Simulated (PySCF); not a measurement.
## Ionisation energy of Sc¹⁹⁺ by level of theory

Sc¹⁹⁺ 1s2 (1S) → Sc²⁰⁺ 1s1 (2S), as a difference of total energies. Calculation: PySCF 2.14, in an even-tempered Gaussian basis (17 s from 17 bohr⁻², ratio 2; 7 p from 26 bohr⁻², ratio 2.2; 4 d from 77 bohr⁻², ratio 2.2; 3 f from 120 bohr⁻², ratio 2.2; 3 g from 170 bohr⁻², ratio 2.2; 2 h from 260 bohr⁻², ratio 2.2); the non-relativistic Hamiltonian (point nucleus). Correlated levels: nothing frozen; virtual orbitals above 40 to 60 times the deepest correlated orbital energy dropped. The calculations carry no spin-orbit coupling.

```json
{"method": "UHF", "ionisation energy (eV)": "5646.0", "difference from reference (eV)": "-28.9"}
{"method": "LDA", "ionisation energy (eV)": "5626.6", "difference from reference (eV)": "-48.3"}
{"method": "PBE", "ionisation energy (eV)": "5643.7", "difference from reference (eV)": "-31.2"}
{"method": "PBE0", "ionisation energy (eV)": "5644.6", "difference from reference (eV)": "-30.3"}
{"method": "r2SCAN", "ionisation energy (eV)": "5647.3", "difference from reference (eV)": "-27.6"}
{"method": "r2SCAN0", "ionisation energy (eV)": "5647.3", "difference from reference (eV)": "-27.6"}
{"method": "TPSSh", "ionisation energy (eV)": "5647.4", "difference from reference (eV)": "-27.5"}
{"method": "MP2 (all electrons)", "ionisation energy (eV)": "5647.2", "difference from reference (eV)": "-27.7"}
{"method": "SCS-MP2 (all electrons)", "ionisation energy (eV)": "5647.5", "difference from reference (eV)": "-27.4"}
```

Reference: 5674.9 eV (theoretical estimate listed by NIST; NIST Atomic Spectra Database, ionization energies).

These non-relativistic numbers lack the scalar-relativistic shift.
